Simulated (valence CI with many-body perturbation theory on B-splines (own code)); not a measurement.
Ladder of approximations for Sr¹⁷⁺

Calculated by relativistic CI+MBPT: three valence electrons over a frozen Dirac-Fock core [Ar], a basis of 9 s, 9 p, 10 d, 8 f, 5 g, 3 h, 1 i functions for each j, with the one-electron correlation potential Σ1, the two-electron term Σ2, the three-electron term Σ3, Breit, model QED; selected CI, second order for the rest (own B-spline code, finite nucleus).

No measured levels were compared; by estimate terms of the open shell hold to 2 to 4 % of their energy, and close levels can change places. Core correlation moves these levels by up to 5500 cm⁻¹, and in measured spectra 5 to 20 % of such shifts remained as error; rates that hang on mixing are uncertain with them. Only levels of the ground parity were solved; by the run's estimate the other parity begins above the list, which can be wrong where configurations are misplaced.

Each rung adds one term. CI alone is the Dirac-Coulomb CI over the frozen core; QED comes last and gives the full result, which names the levels. Energies are above 3d3 4F_3/2 on the same rung, in cm⁻¹.

Names give the largest LS component (configuration and term), which can be under half, so a name can repeat, a term be missing and a line seem to break the LS rules; names also repeat where a configuration has a term twice. Letters in brackets count levels of one name in rising energy.

```
         Level  CI alone    + Σ1    + Σ2    + Σ3  + Breit    Full
    3d3 4F_5/2      8757    8926    9190    9236     8550    8586
    3d3 4F_7/2     18352   18672   19091   19144    17637   17703
    3d3 4F_9/2     27706   28136   28590   28578    26288   26374
    3d3 4P_3/2     50971   51140   47621   48003    47806   47819
    3d3 4P_1/2     54069   54335   50739   51074    50483   50516
    3d3 2G_7/2     61758   62162   61272   60493    59084   59144
    3d3 2G_9/2     64982   65383   64574   64180    62439   62498
    3d3 4P_5/2     67283   67772   64574   64568    63260   63338
3d3 2D_3/2 [a]     76415   76910   74202   73756    72782   72854
    3d3 2P_1/2     80342   80887   77451   78900    77628   77711
   3d3 2H_11/2     87661   88257   87514   87519    84858   84948
    3d3 2H_9/2     89896   90637   90125   89781    87285   87407
3d3 2D_5/2 [a]     93935   94595   92033   90700    88930   89032
    3d3 2P_3/2    101770  102612  100045  100556    98427   98570
    3d3 2F_7/2    127679  128327  122961  123392   121602  121681
    3d3 2F_5/2    129284  129917  124425  124835   123749  123823
3d3 2D_5/2 [b]    191310  192203  186674  186575   185161  185261
3d3 2D_3/2 [b]    193817  194708  188470  188345   187162  187258
```

**Question.** How does the ionisation energy move along the ladder, and which term matters most?

**Answer.** CI alone 658.95, + Σ1 661.46, + Σ2 666.00, + Σ3 666.02, + Breit 665.84, + QED 665.87 eV. The largest step is Σ2, 4.54 eV. NIST lists 665 ± 3 eV (theoretical).
